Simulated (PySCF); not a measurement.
## MGa for M along group 15

PBE0 with double-zeta basis sets in PySCF, for the lowest determinant that a PBE0 search found; no spin–orbit coupling. De refers to high-spin ground-configuration atoms. A positive dipole means M(−)Ga(+).

| M | basis | state (unpaired electrons) | Re (Å) | ωe (cm⁻¹) | De (eV) | μ (D) |
| --- | --- | --- | --- | --- | --- | --- |
| N | aug-cc-pVDZ-PP/aug-cc-pVDZ | triplet (π ↑↑) | 2.031 | 493 | 2.16 | 2.06 |
| P | cc-pVDZ-PP/cc-pV(D+d)Z | triplet (π ↑↑) | 2.477 | 287 | 2.06 | 1.49 |
| As | cc-pVDZ-PP | triplet (π ↑↑) | 2.578 | 211 | 1.91 | 1.42 |
| Sb | def2-SVP | triplet (π ↑↑) | 2.768 | 181 | 1.80 | 1.21 |
| Bi | def2-SVP | triplet (π ↑↑) | 2.840 | 161 | 1.68 | 0.92 |

The shortest bond is that of GaN (2.031 Å), the longest that of GaBi (2.840 Å).

The rows differ in basis set, which adds steps of its own.

Down a group the atoms grow and get heavier, so bonds lengthen and wavenumbers fall; this series shows no clear exception.

Spin–orbit coupling is left out, which matters for elements this heavy, above all for dissociation energies. States were picked by a PBE0 search and need not be the measured ground states.
